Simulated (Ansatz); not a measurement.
## Ansatz input wanted

The species is KLiAlH2Br (6 atoms), meant as a singlet with charge 0. As SMILES, `[Li][K].[AlH2][Br]`. Geometry: a GFN2-xTB relaxation, a rough one for these elements and not checked as a minimum.

```xyz
6

Li    0.4936    2.2450    0.0082
K     2.6201    0.0567    0.7031
Al   -0.5439   -0.1047   -0.1303
Br    0.3668   -2.2008    0.1021
H    -1.7544    0.0158    0.9221
H    -1.1822   -0.0119   -1.6052
```

Settings wanted:

```yaml
basis_set: def2-SVP
integral_approximation: automatic
task: energy
method: DFT
functional: r2SCAN
dispersion: D3(BJ)
reference: RKS
accuracy: medium
```

Write the Ansatz 0.2.0 input and the command.

This one ran through:

run.yaml:
```yaml
crystal:
  periodic: [false, false, false]
  atoms:
    - symbol: Li
      position_ang: [0.493570, 2.244990, 0.008180]
    - symbol: K
      position_ang: [2.620120, 0.056690, 0.703140]
    - symbol: Al
      position_ang: [-0.543910, -0.104720, -0.130270]
    - symbol: Br
      position_ang: [0.366840, -2.200850, 0.102060]
    - symbol: H
      position_ang: [-1.754440, 0.015750, 0.922110]
    - symbol: H
      position_ang: [-1.182180, -0.011860, -1.605210]
basis:
  gaussian:
    orbitals: def2-SVP
hamiltonian:
  xc: r2scan
  dispersion: d3bj
```

```bash
$ ansatz run run.yaml --threads 1 --pin off --max-ram 2610MiB --events-out events.jsonl --progress --plain --runs-dir runs
```

Calculated total energy: -3424.73628 Eh.
